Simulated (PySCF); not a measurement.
H7Si3, SMILES [SiH3][SiH][SiH3], multiplicity 2. The structure is a stationary point at PBE-D3(BJ)/def2-SVP. The isomer is the one that the SMILES or the coordinates give; other isomers of the formula were not compared.

Problem. Give the equilibrium geometry at PBE-D3(BJ)/def2-SVP (PySCF confirms it by a frequency run) as Cartesian coordinates in Å. (An estimate is asked for; the answer gives what the named calculation found.)

Solution. 
```xyz
10

Si     1.9756     0.1439     0.3892
Si     0.0076     0.0290    -0.8696
Si    -1.9856    -0.1147     0.3459
H      2.2776    -1.1569     1.0923
H      1.8194     1.2204     1.4296
H      3.1428     0.4845    -0.4984
H      0.0848    -0.9625    -2.0053
H     -2.1358    -1.4487     1.0356
H     -3.1674     0.0830    -0.5653
H     -1.9886     0.9649     1.3948
```
Charge 0, spin multiplicity 2.
